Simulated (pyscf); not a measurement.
## `[BH2][BH][OH]`, singlet

Gas-phase minimum from PySCF at ωB97X-D3(BJ)/def2-SVP, one conformer. H₂B–BH–OH lies 33.5 kcal/mol over its isomer H₂B–O–BH₂ (electronic energy, ωB97M-D3(BJ)). 

```xyz
7

B      0.5295     1.6220    -1.1153
B     -0.0740     0.5082     0.0092
O     -0.5634    -0.7025    -0.3753
H     -0.1741     2.4733    -1.6154
H      1.7021     1.6523    -1.4217
H     -0.0737     0.7905     1.2003
H     -0.8730    -1.2353     0.3655
```

Bond lengths (Å): B1–B2 1.694, B1–H4 1.212, B1–H5 1.212, B2–O3 1.361, B2–H6 1.224, O3–H7 0.964. Bond angles (°): B2–B1–H4 121.9, B2–B1–H5 121.9, H4–B1–H5 116.1, B1–B2–O3 121.7, B1–B2–H6 119.6, O3–B2–H6 118.7, B2–O3–H7 113.0.

Properties at ωB97X-D3(BJ)/def2-SVP:

```yaml
harmonic_wavenumbers_unscaled: 265, 271, 422, 715, 757, 930, 950, 1029, 1172, 1206, 1415, 2518, 2575, 2652, 3903 cm⁻¹
zero_point_energy: 29.7 kcal/mol
rotational_symmetry_number: 1
Entropy of this conformer at 298 K and 1 atm, rigid rotor and harmonic oscillator, modes under 100 cm⁻¹ raised to 100: 269.0 J/(mol K)
dipole_moment: 1.57 D
```

Single-point totals, which compare only within one level (frozen core for MP2 and CC):

```
level                   total energy (hartree)
----------------------  ----------------------
ωB97X-D3(BJ)/def2-TZVP              -127.43047
PBE/def2-TZVP                       -127.19398
r²SCAN/def2-TZVP                    -127.29209
B3LYP-D3(BJ)/def2-TZVP              -127.39295
PBE0-D3(BJ)/def2-TZVP               -127.21371
M06-2X/def2-TZVP                    -127.31842
ωB97M-D3(BJ)/def2-TZVP              -127.40568
HF/def2-TZVPP                       -126.61676
MP2/def2-TZVPP                      -127.05570
CCSD/def2-TZVPP                     -127.08650
CCSD(T)/def2-TZVPP                  -127.10214
```

The CCSD(T) − MP2 part came from Ansatz, without density fitting, on the same reference.
